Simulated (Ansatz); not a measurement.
Ansatz (a quantum-chemistry and plane-wave program) input (HSE06/def2-TZVPD):

Ansatz 0.2 input:
```yaml
crystal:
  periodic: [false, false, false]
  atoms:
    - {symbol: C, position_ang: [-2.30089086, -0.22615182, 0.00619749]}
    - {symbol: C, position_ang: [-1.03523567, 0.27814436, 0.09106989]}
    - {symbol: C, position_ang: [0.11819520, -0.48604369, -0.11596630]}
    - {symbol: C, position_ang: [1.40839242, 0.04900140, -0.02457503]}
    - {symbol: N, position_ang: [2.48030890, 0.48443528, 0.04924190]}
    - {symbol: H, position_ang: [-3.16585840, 0.39907741, 0.17357635]}
    - {symbol: H, position_ang: [-2.47526605, -1.26801292, -0.23146078]}
    - {symbol: H, position_ang: [-0.90183162, 1.32716992, 0.33143923]}
    - {symbol: H, position_ang: [0.03802727, -1.53898281, -0.35860442]}
basis:
  gaussian:
    orbitals: def2-TZVPD
hamiltonian:
  xc: {name: HSE06}
magnetization: {spin_polarized: true, initial_magnetization: 1}
output: {forces: true}
```

Output:

```
Functional definition: HSE06
integrals: 0.14 GiB planned
1079 factors; their error is unknown
integrals: 0.17 GiB planned
133 factors; integrals over basis functions are off by at most 5.7e-7 eV
mean field: 1.57 GiB planned
mean field evaluation 1: about -5688.8287 eV, gradient 3.9e1 eV
mean field evaluation 2: about -5686.6838 eV, gradient 4.4e1 eV
mean field evaluation 4: about -5695.8309 eV, gradient 3.3e0 eV
mean field evaluation 8: about -5695.8917 eV, gradient 2.1e-1 eV
mean field evaluation 16: about -5695.8892 eV, gradient 4.8e-3 eV
mean field -5695.88920605 eV, -209.3200675100 hartree, gradient 4.6e-5 eV, S^2 0.792819; 0 other end points of the search recorded, 0 dependent functions left out
the calculation of the forces begins
reference -5695.88925158 eV, -209.3200691830 hartree; 18, 17 occupied and 203, 204 virtual orbitals, 1079 factors
Total energy: -5695.88925158 eV, -209.3200691830 hartree
Atom 0 at    -2.300891    -0.226152     0.006197 Å, force     0.086236     0.004402    -0.001179 eV/Å
Atom 1 at    -1.035236     0.278144     0.091070 Å, force     0.059090    -0.077053    -0.019415 eV/Å
Atom 2 at     0.118195    -0.486044    -0.115966 Å, force    -0.064599     0.095964     0.023950 eV/Å
Atom 3 at     1.408392     0.049001    -0.024575 Å, force    -0.018709     0.010363     0.002886 eV/Å
Atom 4 at     2.480309     0.484435     0.049242 Å, force    -0.028400    -0.017211    -0.003274 eV/Å
Atom 5 at    -3.165858     0.399077     0.173576 Å, force    -0.041164     0.044213     0.011325 eV/Å
Atom 6 at    -2.475266    -1.268013    -0.231461 Å, force    -0.002188    -0.058638    -0.013571 eV/Å
Atom 7 at    -0.901832     1.327170     0.331439 Å, force     0.006958     0.056413     0.012932 eV/Å
Atom 8 at     0.038027    -1.538983    -0.358604 Å, force     0.002776    -0.058453    -0.013654 eV/Å
Dipole moment:    -0.867343    -0.251087    -0.036201 e Å
```

It need not be the lowest isomer of its formula.
